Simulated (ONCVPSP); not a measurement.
**Ag (Z = 47): variants of one ONCV potential**

Base potential:

```
Element                 : Ag
Generator               : ONCVPSP 4.0.1
Type                    : optimised norm-conserving Vanderbilt (ONCV)
Functional              : PBE
Relativity              : scalar-relativistic
Frozen core             : [Kr]
Valence charge          : 11
Reference configuration : 4d9 5s2
Partial waves           : 5s: rc 2.40 bohr, ncon 5, nbas 8, qcut 2.3 1/bohr, 1 projector; p scattering state at 0.18 Ha: rc 2.50 bohr, ncon 4, nbas 8, qcut 3.6 1/bohr, 3 projectors, debl 1.6 Ha; 4d: rc 1.65 bohr, ncon 4, nbas 8, qcut 9.8 1/bohr, 2 projectors, debl 1.4 Ha
Local potential         : polynomial inside 1.60 bohr (lpopt 5, dvloc0 0 Ha)
Core correction         : none
```

In the p channel the program set the typed energies aside and used 0.050, 1.650, 3.250 Ha.

Cutoffs, loose and tight: the cutoffs (Ha) at which the residual kinetic energy of the hardest occupied pseudo-wave falls to 1 and 0.1 mHa per electron. They do not see the model core or the augmentation charge, which bear on the density cutoff. Test errors are all-electron minus pseudo excitation energies from the reference, over the configurations 4d10 5s1; 4d10 5s0; 4d9 5s0; 4d9 5s1. A dash means not determined; rows that change the core or the reference have their own tests.

A true bound ghost makes a file unfit for plane-wave use even where its test errors are small: the radial tests pick states by their node count and pass the ghost by.

| change | outcome | cutoff, loose | cutoff, tight | bound ghosts | GHOST(+) flags above zero | largest test error (meV) |
| --- | --- | --- | --- | --- | --- | --- |
| base | generated, projector energies reset by the program | 31 Ha | 37 Ha | s | p | -96 |
| core [Ar] 3d10, valence charge 19; reference 4s2 4p6 4d9 5s2; waves now 4s+5s: rc 1.55 bohr, ncon 4, nbas 8, qcut 9.7 1/bohr, 2 projectors; 4p: rc 1.60 bohr, ncon 3, nbas 7, qcut 7.6 1/bohr, 2 projectors, debl 2.7 Ha; 4d: rc 1.25 bohr, ncon 4, nbas 7, qcut 6.8 1/bohr, 2 projectors, debl 3.8 Ha; local potential polynomial inside 0.80 bohr (lpopt 5, dvloc0 6 Ha) | generated | 85 Ha | 108 Ha | none | s | -5.6 |
| p: qcut 5.5 | generated, projector energies reset by the program | 31 Ha | 37 Ha | s, p | p | -96 |

**Question.** What comes out with this change to the base: d: qcut 11.9?

**Answer.** outcome: generated, projector energies reset by the program; cutoff, loose: 35 Ha; cutoff, tight: 42 Ha; bound ghosts: s; GHOST(+) flags above zero: p; largest test error (meV): -99.
